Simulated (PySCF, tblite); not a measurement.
C3H7Cl2NSi2.
SMILES with atom numbers: `[N:1]#[C:2][SiH2:3][SiH2:4][CH2:5][CH:6]([Cl:7])[Cl:8]` (hydrogens: H9, H10 on Si3; H11, H12 on Si4; H13, H14 on C5; H15 on C6)

Geometry (GFN2-xTB, Å), atoms numbered from 1 in this order:
```xyz
15
C3H7Cl2NSi2 angstrom
N      2.243    1.245   -2.131
C      2.069    1.169   -1.001
Si     1.749    0.969    0.829
Si     0.233   -0.770    1.081
C     -0.779   -1.043   -0.527
C     -1.928   -0.082   -0.625
Cl    -1.361    1.599   -0.448
Cl    -2.784   -0.228   -2.190
H      1.327    2.295    1.285
H      3.079    0.682    1.382
H     -0.737   -0.550    2.161
H      0.877   -2.062    1.352
H     -1.184   -2.055   -0.567
H     -0.133   -0.922   -1.398
H     -2.675   -0.242    0.154
```

The calculation used CAM-B3LYP/def2-SVPD in PySCF (dipole) on a GFN2-xTB geometry, gas phase.

Take the most abundant isotopes and a rigid rotor. The values belong to one conformer with, in the numbering `[N:1]#[C:2][SiH2:3][SiH2:4][CH2:5][CH:6]([Cl:7])[Cl:8]`, C2–Si3–Si4–C5 -23°, Si3–Si4–C5–C6 -82°, Si4–C5–C6–Cl7 54°.

Problem. What are A, B and C (MHz)?

Solution. Ia = 355.58, Ib = 812.50, Ic = 928.35 u·Å²; 505379 MHz·u·Å²/I gives A = 1421, B = 622.0, C = 544.4 MHz.

Problem. Classify the top.

Solution. An asymmetric top. Ray's parameter κ = (2B − A − C)/(A − C) = -0.823; −1 is the prolate and +1 the oblate limit.

Problem. Is it planar, by Δ = Ic − Ia − Ib?

Solution. Not planar: Δ = Ic − Ia − Ib = -239.73 u·Å². For a rigid frame Δ = −2 Σ m c², so Σ m c² = 119.87 u·Å² lies off the ab plane: 11.59 from hydrogen and 108.27 from heavier atoms. The atom farthest from that plane is 1.80 Å away.

Problem. Give the other two planar moments, Paa and Pbb, and the rms extents of the mass along the axes.

Solution. Paa = Σ m a² = (Ib + Ic − Ia)/2 = 692.64 and Pbb = Σ m b² = (Ia + Ic − Ib)/2 = 235.71 u·Å². With the mass M = 182.95 u, the rms extents √(P/M) along a, b and c are 1.95, 1.14, 0.81 Å.

Problem. Where do the levels up to J = 3 lie, in MHz?

Solution. Above 0(0,0):
J = 1: 1(0,1) 1166, 1(1,1) 1966, 1(1,0) 2043
J = 2: 2(0,2) 3494, 2(1,2) 4221, 2(1,1) 4454, 2(2,1) 6852, 2(2,0) 6857
J = 3: 3(0,3) 6972, 3(1,3) 7600, 3(1,2) 8066, 3(2,2) 10351, 3(2,1) 10377, 3(3,1) 14544, 3(3,0) 14545
Those of J = 1 are B + C, A + C and A + B.

Problem. Which lines would a microwave search look for?

Solution. The dipole components are |μa| = 0.74 D, |μb| = 4.77 D, |μc| = 0.92 D. The squared components, which scale the intensities, stand as 0.02 : 1.00 : 0.04 (a : b : c). Some lines, for components of 0.1 D or more:

| type | branch | J(Ka,Kc) | MHz | lower level (cm⁻¹) |
| --- | --- | --- | --- | --- |
| a | Q | 3(1,2) ← 3(1,3) | 465 | 0.254 |
| c | Q | 2(1,2) ← 2(0,2) | 727 | 0.117 |
| b | Q | 2(1,1) ← 2(0,2) | 960 | 0.117 |
| a | R | 1(0,1) ← 0(0,0) | 1166 | 0.000 |
| b | R | 3(1,2) ← 2(2,1) | 1214 | 0.229 |
| b | R | 2(0,2) ← 1(1,1) | 1528 | 0.066 |
| c | R | 1(1,0) ← 0(0,0) | 2043 | 0.000 |
| c | Q | 3(2,2) ← 3(1,2) | 2285 | 0.269 |
| b | Q | 3(2,1) ← 3(1,2) | 2312 | 0.269 |
| b | Q | 2(2,1) ← 2(1,2) | 2631 | 0.141 |
| a | R | 3(1,3) ← 2(1,2) | 3379 | 0.141 |
| a | R | 3(2,2) ← 2(2,1) | 3499 | 0.229 |
| a | R | 3(2,1) ← 2(2,0) | 3521 | 0.229 |
| b | Q | 3(3,0) ← 3(2,1) | 4167 | 0.346 |
| c | R | 3(1,2) ← 2(0,2) | 4572 | 0.117 |
| c | R | 2(2,1) ← 1(1,1) | 4886 | 0.066 |
| c | R | 3(2,1) ← 2(1,1) | 5924 | 0.149 |
| c | R | 3(2,2) ← 2(1,2) | 6130 | 0.141 |
| b | R | 3(2,1) ← 2(1,2) | 6157 | 0.141 |
| c | R | 3(3,1) ← 2(2,1) | 7693 | 0.229 |

Problem. Estimate the classical rotational partition function at 50 K, 298.15 K and 500 K.

Solution. Point group C1, symmetry number σ = 1; q = (√π/σ)·√((kT/h)³/(ABC)), k/h = 20836.6 MHz/K: 85900 at 50 K, 1250000 at 298.15 K, 2720000 at 500 K.

Its GFN2-xTB frequencies are all real (lowest 28 cm⁻¹). These are rigid-rotor constants of the computed structure; measured ground-state constants (B0) also hold zero-point vibration. Quadrupole hyperfine structure (14N, 35Cl) is left out.

The run took 46 s (with the writing of density and orbital grids) on an AMD EPYC 9R45 with one thread, shared host, and the process peaked at 1.1 GiB of memory. This is the CAM-B3LYP/def2-SVPD job that gave the dipole, with the excitations it also computed.
